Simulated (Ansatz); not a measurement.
A search over several starts for the lowest SCF solution of the cluster Cu₂I at the given spin, in a small basis.

```yaml
crystal:
  periodic: [false, false, false]
  atoms:
    - {symbol: Cu, position_ang: [-0.392406, 0.233574, -1.366521]}
    - {symbol: Cu, position_ang: [0.952381, 0.941151, 0.532091]}
    - {symbol: I, position_ang: [-0.559974, -1.174724, 0.834430]}
basis:
  gaussian: {orbitals: def2-SVP, initial_orbitals: start.molden}
magnetization: {spin_polarized: true, initial_magnetization: 3}
hamiltonian: {xc: pbe0, dispersion: d4}
output: {orbitals: {seedname: orbitals}}
```

The file start.molden holds the orbitals of an earlier run on this structure, at another level or in another basis.

```sh
$ ansatz run in.yaml --threads 4 --pin off --events-out ev --progress --plain --max-ram 3916MiB
```

It prints (some lines left out):

```
Functional definition: PBE0
1030 factors; integrals over basis functions are off by at most 1.1e-3 eV
mean field evaluation 1: about -97354.4493 eV, gradient 2.2e1 eV
mean field evaluation 2: about -97355.0105 eV, gradient 9.1e-1 eV
mean field evaluation 4: about -97355.1238 eV, gradient 2.5e-1 eV
mean field evaluation 8: about -97355.1247 eV, gradient 2.8e-5 eV
mean field evaluation 16: about -97354.6818 eV, gradient 6.4e0 eV
mean field evaluation 32: about -97355.1247 eV, gradient 1.4e-2 eV
mean field evaluation 64: about -97355.0916 eV, gradient 2.4e0 eV
mean field -97355.12468182 eV, -3577.7348423832 hartree, gradient 1.6e-5 eV, S^2 3.763685; 7 other end points of the search recorded, 0 dependent functions left out
reference -97355.12471749 eV, -3577.7348436941 hartree; 43, 40 occupied and 45, 48 virtual orbitals, 1030 factors
Total energy: -97355.21966420 eV, -3577.7383329213 hartree
```

Hardware: 4 threads of Arm Neoverse V2 on a shared host. Wall time 13 s.

In the def2 sets I takes a core potential; there is no spin–orbit coupling. At PBE0-D4/def2-TZVP a doublet of charge 0 lies 2.73 eV below the quartet, each at its own geometry. The structure comes from a short search, and lower isomers may exist.
